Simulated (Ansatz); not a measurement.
Si(CCH)2Me2 (C6H8Si), relaxed as a singlet with RKS PBE0-D4/def2-SVP in Ansatz, starting from the GFN2-xTB geometry. Force threshold 0.02 eV/Å.

Start:

```xyz
15

Si   -0.024    0.043    0.015
C     1.469   -0.036   -1.090
C     2.433   -0.080   -1.806
H     3.277   -0.119   -2.434
C    -0.444   -1.699    0.509
C    -0.730   -2.819    0.839
H    -0.969   -3.803    1.124
C    -1.481    0.797   -0.952
H    -2.395    0.779   -0.365
H    -1.667    0.246   -1.869
H    -1.281    1.830   -1.223
C     0.388    1.059    1.572
H     0.713    2.063    1.313
H     1.185    0.591    2.143
H    -0.476    1.147    2.224
```

Task: Estimate the energy that the relaxation releases and the steps that it takes.

Result: 0.10 eV, in 4 steps; 13 s on 4 threads of Intel Xeon on a shared host. No frequencies were taken in this run, so the end may be a saddle point.

Task: Does the start keep its bonding and symmetry?

Result: By distances, no bond broke or formed. The bond that changes most is Si1–C8, from 1.90 to 1.87 Å (atoms count from 1). Point group C2 at the start, C2v at the end, both within 0.05 Å; within 0.015 Å the end is C2.

Task: Predict the relaxed structure.

Result: 
```xyz
15

Si   -0.0302    0.0526    0.0172
C     1.4531   -0.0216   -1.0732
C     2.4316   -0.0566   -1.7963
H     3.2966   -0.0887   -2.4353
C    -0.4515   -1.6731    0.5061
C    -0.7466   -2.8053    0.8417
H    -0.9999   -3.8090    1.1348
C    -1.4610    0.7889   -0.9377
H    -2.3696    0.8032   -0.3159
H    -1.6686    0.1978   -1.8421
H    -1.2282    1.8209   -1.2430
C     0.3805    1.0444    1.5497
H     0.6735    2.0697    1.2754
H     1.2128    0.5809    2.1000
H    -0.4924    1.0959    2.2189
```
Bond lengths: 4 × C–Si 1.84 to 1.87 Å; 2 × C–C 1.22 Å; 8 × C–H 1.08 to 1.10 Å.
